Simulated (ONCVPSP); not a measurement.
u(r) = r·R(r): atom against pseudo-atom (B)

Columns: radius, all-electron u(r) and pseudo u(r) of the 2p shell (level -5.74 eV) of boron in the configuration [He] 2s2 2p0.75; PBE, scalar-relativistic, ONCV scheme, ONCVPSP 4.0.1.

```tsv
r (bohr)	all-electron	pseudo
0.143	0.0533	0.0196
0.285	0.1563	0.0753
0.428	0.2672	0.1603
0.570	0.3675	0.2625
0.713	0.4523	0.3710
0.855	0.5199	0.4727
0.998	0.5733	0.5596
1.140	0.6115	0.6247
1.283	0.6360	0.6668
1.425	0.6484	0.6867
1.568	0.6506	0.6882
1.710	0.6447	0.6762
1.853	0.6322	0.6551
1.995	0.6147	0.6294
2.138	0.5934	0.6014
2.280	0.5696	0.5732
2.423	0.5439	0.5451
2.565	0.5173	0.5175
2.708	0.4901	0.4901
2.850	0.4630	0.4630
2.992	0.4364	0.4364
3.135	0.4102	0.4102
3.278	0.3849	0.3849
3.420	0.3607	0.3607
3.563	0.3374	0.3374
3.705	0.3153	0.3153
```

Problem. How many radial nodes do the two functions have?

Solution. The all-electron 2p function has n − l − 1 = 0; the pseudo-wave has 0.

Problem. At about which radius was the pseudo-wave matched?

Solution. 2.85 bohr. The columns agree to 0.0005 from 2.56 bohr on; several derivatives are matched, so the curves merge somewhat inside the radius.

Problem. Is the pseudo-wave norm-conserving?

Solution. Yes: the ONCV scheme keeps the norm inside the radius equal to the all-electron one, which fixes the energy derivative of the logarithmic derivative at the level.
